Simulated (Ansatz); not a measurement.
Pulling on the B1–H2 bond in CH6BN (SMILES BNC) (multiplicity 1 held, fragments rigid). Energies count from the point at 1.193 Å.
Geometry at that point (charge 0, multiplicity 1):
```
atom    x (Å)    y (Å)    z (Å)
----  -------  -------  -------
B     -0.1738   0.1694   1.3598
H     -1.0466   0.5155   2.0959
H      0.9050  -0.1500   1.7605
N     -0.4214   0.1375  -0.0025
C      0.5047  -0.2521  -1.0532
H     -1.3320   0.4068  -0.3442
H      0.6779   0.5674  -1.7558
H      0.1296  -1.1104  -1.6169
H      1.4567  -0.5259  -0.6023
```

Restricted levels (R-, RO-) in cc, def2 and unpolarised 6-31G sets keep to the state of the molecule at rest. U- levels take the lowest unrestricted solution at each point, which mixes spins at long bonds. Active spaces are followed from a long bond inwards. Curves can end on different states.

Cores are frozen in the correlated methods.

Programs: Ansatz (Gaussian orbitals). 

Energies in kcal/mol.

```csv
R (Å),U-HF/cc-pVDZ,R-SCS-MP2/cc-pVDZ,U-SCS-MP2/cc-pVDZ,"FIC-NEVPT4(SD) on CASSCF(2,2)/cc-pVDZ","FIC-MRCISD on CASSCF(2,2)/cc-pVDZ","FIC-MRCISD+Q on CASSCF(2,2)/cc-pVDZ"
0.954,27.2,28.0,28.0,28.3,28.3,28.2
1.074,5.8,6.3,6.3,6.5,6.5,6.4
1.193,0.0,0.0,0.0,0.0,0.0,0.0
1.312,2.9,2.4,2.4,2.1,2.1,2.2
1.432,10.5,9.6,9.6,9.0,8.9,9.1
1.611,26.3,24.6,24.6,23.3,23.0,23.5
1.790,43.6,41.2,41.2,38.7,38.3,39.0
2.088,68.4,(withheld),75.2,62.1,61.4,62.4
2.386,79.8,89.3,93.9,79.9,79.0,80.3
2.744,85.2,(withheld),102.4,93.8,92.8,94.2
3.221,87.5,127.7,105.9,102.7,101.5,103.1
3.818,88.2,137.9,106.9,106.2,104.9,106.5
```

**Question.** What belongs in the gaps?

**Answer.** 
- 2.744, R-SCS-MP2/cc-pVDZ: 109.7
- 2.088, R-SCS-MP2/cc-pVDZ: 67.3

Doubts at one or more of the structures used: a spin-contaminated determinant (U-HF/cc-pVDZ, U-SCS-MP2/cc-pVDZ); a restricted determinant that unrestricted orbitals would lower (R-SCS-MP2/cc-pVDZ).

Ansatz is an electronic-structure program.
